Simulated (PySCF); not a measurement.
**Running PySCF for V2**

File input.py (PySCF 2.14):

```python
from pyscf import gto, scf, mp

mol = gto.M(
    atom='V 0 0 0; V 0 0 2.829',
    basis='x2c-svpall',
    charge=0,
    spin=0,
    verbose=4,
)
mf = scf.RHF(mol)
mf = mf.sfx2c1e()
mf.kernel()
mp.MP2(mf, frozen=10).kernel()
mf.dip_moment()
print('orbital energies (hartree):', mf.mo_energy[..., max(0, mol.nelec[1]-3):mol.nelec[0]+3].round(4))
```

```bash
$ OMP_NUM_THREADS=1 python input.py
```

It prints:

```
PySCF version 2.14.0

[INPUT] verbose = 4
[INPUT] num. atoms = 2
[INPUT] num. electrons = 46
[INPUT] charge = 0
[INPUT] spin (= nelec alpha-beta = 2S) = 0
[INPUT] symmetry False subgroup None
[INPUT] Mole.unit = angstrom
[INPUT] Symbol           X                Y                Z      unit          X                Y                Z       unit  Magmom
[INPUT]  1 V      0.000000000000   0.000000000000   0.000000000000 AA    0.000000000000   0.000000000000   0.000000000000 Bohr   0.0
[INPUT]  2 V      0.000000000000   0.000000000000   2.829000000000 AA    0.000000000000   0.000000000000   5.346035206395 Bohr   0.0

nuclear repulsion = 98.9518361882927
number of shells = 8
number of NR pGTOs = 156
number of NR cGTOs = 72
basis = x2c-svpall
ecp = {}

******** <class 'pyscf.x2c.sfx2c1e.sfX2C1eRHF'> ********
method = sfX2C1eRHF
initial guess = minao
damping factor = 0
level_shift factor = 0
DIIS = <class 'pyscf.scf.diis.CDIIS'>
diis_start_cycle = 1
diis_space = 8
diis_damp = 0
SCF conv_tol = 1e-09
SCF conv_tol_grad = None
SCF max_cycles = 50
direct_scf = True
direct_scf_tol = 1e-13

******** <class 'pyscf.x2c.sfx2c1e.SpinFreeX2CHelper'> ********
approx = 1e
xuncontract = 1
Set gradient conv threshold to 3.16228e-05
Initial guess from minao.
init E= -1894.69975827799
  HOMO = -0.132003186786693  LUMO = -0.100621888484013  gap/eV = 0.85393
cycle= 1 E= -1895.17074846798  delta_E= -0.471  |g|= 0.413  |ddm|= 2.39
  HOMO = -0.265403612275001  LUMO = -0.137941773425273  gap/eV = 3.46841
cycle= 2 E= -1895.24238712145  delta_E= -0.0716  |g|= 0.299  |ddm|= 1.41
  HOMO = -0.235191519360452  LUMO = -0.0221665573713306  gap/eV = 5.79670
cycle= 3 E= -1895.27277908246  delta_E= -0.0304  |g|= 0.0865  |ddm|= 0.429
  HOMO = -0.225026078055823  LUMO = -0.00778605664001963  gap/eV = 5.91140
cycle= 4 E= -1895.28973781898  delta_E= -0.017  |g|= 0.0803  |ddm|= 0.452
  HOMO = -0.186243407994679  LUMO = -0.0020766577431246  gap/eV = 5.01143
cycle= 5 E= -1895.30790404066  delta_E= -0.0182  |g|= 0.0633  |ddm|= 0.529
  HOMO = -0.168559223408619  LUMO = -0.00981978611644507  gap/eV = 4.31952
cycle= 6 E= -1895.32428264985  delta_E= -0.0164  |g|= 0.0599  |ddm|= 0.491
  HOMO = -0.131191908476427  LUMO = -0.00531248916420957  gap/eV = 3.42535
cycle= 7 E= -1895.35035070434  delta_E= -0.0261  |g|= 0.0501  |ddm|= 0.971
  HOMO = -0.140220353656306  LUMO = -0.0189830492181784  gap/eV = 3.29904
cycle= 8 E= -1895.35325541713  delta_E= -0.0029  |g|= 0.0315  |ddm|= 0.185
  HOMO = -0.136725913443849  LUMO = -0.0177017327118465  gap/eV = 3.23881
cycle= 9 E= -1895.35826737461  delta_E= -0.00501  |g|= 0.00805  |ddm|= 0.51
  HOMO = -0.138512351599009  LUMO = -0.0196688801230791  gap/eV = 3.23390
cycle= 10 E= -1895.35830526447  delta_E= -3.79e-05  |g|= 0.00709  |ddm|= 0.0476
  HOMO = -0.137396674532624  LUMO = -0.0184625092384931  gap/eV = 3.23636
cycle= 11 E= -1895.35835330078  delta_E= -4.8e-05  |g|= 0.00185  |ddm|= 0.0452
  HOMO = -0.136752521964049  LUMO = -0.0180115525287392  gap/eV = 3.23111
cycle= 12 E= -1895.35836124087  delta_E= -7.94e-06  |g|= 0.00257  |ddm|= 0.0143
  HOMO = -0.136819549937292  LUMO = -0.0182243094609236  gap/eV = 3.22714
cycle= 13 E= -1895.35836341609  delta_E= -2.18e-06  |g|= 0.00211  |ddm|= 0.00526
  HOMO = -0.13707925455011  LUMO = -0.0186888376101297  gap/eV = 3.22157
cycle= 14 E= -1895.35836515478  delta_E= -1.74e-06  |g|= 0.000504  |ddm|= 0.0075
  HOMO = -0.137031861293226  LUMO = -0.018550984245465  gap/eV = 3.22403
cycle= 15 E= -1895.35836560531  delta_E= -4.51e-07  |g|= 0.000457  |ddm|= 0.00624
  HOMO = -0.13709213346991  LUMO = -0.0186607704414028  gap/eV = 3.22268
cycle= 16 E= -1895.35836572452  delta_E= -1.19e-07  |g|= 0.000141  |ddm|= 0.00261
  HOMO = -0.137077271758583  LUMO = -0.0186388660605332  gap/eV = 3.22287
cycle= 17 E= -1895.35836574414  delta_E= -1.96e-08  |g|= 5.33e-06  |ddm|= 0.000821
  HOMO = -0.137078116319357  LUMO = -0.0186392951241761  gap/eV = 3.22288
cycle= 18 E= -1895.35836574419  delta_E= -5.32e-11  |g|= 4.16e-06  |ddm|= 2.54e-05
  HOMO = -0.137078224934435  LUMO = -0.0186393396605378  gap/eV = 3.22289
Extra cycle  E= -1895.35836574425  delta_E= -6.41e-11  |g|= 6.26e-06  |ddm|= 1.5e-05
converged SCF energy = -1895.35836574425

******** <class 'pyscf.mp.mp2.RMP2'> ********
nocc = 13, nmo = 62
frozen orbitals 10
E(RMP2) = -1896.19640601713  E_corr = -0.838040272881076
E(SCS-RMP2) = -1896.13133818696  E_corr = -0.772972442702501
E_corr(same-spin) = -0.268472174717066
E_corr(oppo-spin) = -0.56956809816401
Dipole moment(X, Y, Z, Debye):  0.00000,  0.00000, -0.00000
orbital energies (hartree): [-0.2098 -0.1371 -0.1371 -0.0186  0.0946  0.0998]
```

In short: E(SCF) = -1895.358366 Eh, E(MP2) − E(SCF) = -0.83804 Eh, μz(SCF) = 0.00 D.

Run time: 3.7 s on 1 thread of Arm Neoverse N1 (shared host), peak memory 0.16 GiB.

Stability towards an unrestricted solution was not tested. The bond length is a typed value, not an optimised one.
